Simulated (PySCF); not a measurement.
MnBr3: Mn(III) (d4), charge 0. The structure is a model geometry with rigid ligands and bond lengths from ionic radii, not a minimum; coordination trigonal planar, point group D3h, metal–donor distances 2.33 Å.

Method (PySCF 2.14, density fitting): CASSCF(4,5) with orbitals averaged over all microstates of the shell, strongly contracted NEVPT2 on the averaged canonical orbitals; basis x2c-TZVPall on the metal, x2c-SVPall elsewhere; spin-free X2C; gas phase; spin-orbit coupling by state interaction with the mean-field operator over all roots.

CASSCF energies above the lowest CASSCF root:

```json
{"state": "5E'", "CASSCF / cm⁻¹": "0"}
{"state": "5E''", "CASSCF / cm⁻¹": "9812"}
{"state": "5A1'", "CASSCF / cm⁻¹": "11796"}
{"state": "3E''", "CASSCF / cm⁻¹": "21062"}
{"state": "3A2'", "CASSCF / cm⁻¹": "21340"}
{"state": "3E'", "CASSCF / cm⁻¹": "21373"}
{"state": "3A2''", "CASSCF / cm⁻¹": "21442"}
{"state": "3A1''", "CASSCF / cm⁻¹": "21536"}
{"state": "3E'", "CASSCF / cm⁻¹": "22485"}
{"state": "3E''", "CASSCF / cm⁻¹": "24970"}
{"state": "3A2'", "CASSCF / cm⁻¹": "25480"}
{"state": "3E'", "CASSCF / cm⁻¹": "25532"}
{"state": "3A2''", "CASSCF / cm⁻¹": "26594"}
{"state": "3A1''", "CASSCF / cm⁻¹": "26912"}
{"state": "3A1'", "CASSCF / cm⁻¹": "27818"}
{"state": "3E''", "CASSCF / cm⁻¹": "28039"}
{"state": "3E''", "CASSCF / cm⁻¹": "28399"}
{"state": "1A1'", "CASSCF / cm⁻¹": "28710"}
{"state": "1E''", "CASSCF / cm⁻¹": "29165"}
{"state": "1E'", "CASSCF / cm⁻¹": "30431"}
{"state": "3E'", "CASSCF / cm⁻¹": "30642"}
{"state": "1A1'", "CASSCF / cm⁻¹": "33544"}
```

Problem. How does dynamic correlation (SC-NEVPT2) move these states?

Solution. 
```
state  NEVPT2 / cm⁻¹  shift / cm⁻¹
  5E'              0             0
 5E''          12673         +2860
 5A1'          16424         +4627
 3E''          19485         -1577
 3A2'          19543         -1796
  3E'          20536          -837
3A2''          20210         -1232
3A1''          20175         -1360
  3E'          21599          -886
 3E''          21708         -3262
 3A2'          23192         -2288
  3E'          23260         -2273
3A2''          25769          -825
3A1''          26042          -870
 3A1'          25342         -2477
 3E''          26973         -1066
 3E''          30180         +1781
 1A1'          26601         -2110
 1E''          27113         -2052
  1E'          28799         -1632
  3E'          30198          -444
 1A1'          28602         -4942
```

Charge-transfer states lie outside this active space and may come lower than some of these levels. The ground state is orbitally degenerate in this regular structure, which would distort (Jahn–Teller). NEVPT2 lifts 5A1' from 11796 to 16424 cm⁻¹; on the d shell alone such lifts tend to overshoot. NEVPT2 on the d shell alone tends to put d–d bands too high for such charged or covalently bound ions. Gaps between spin states lean to high spin in this active space.
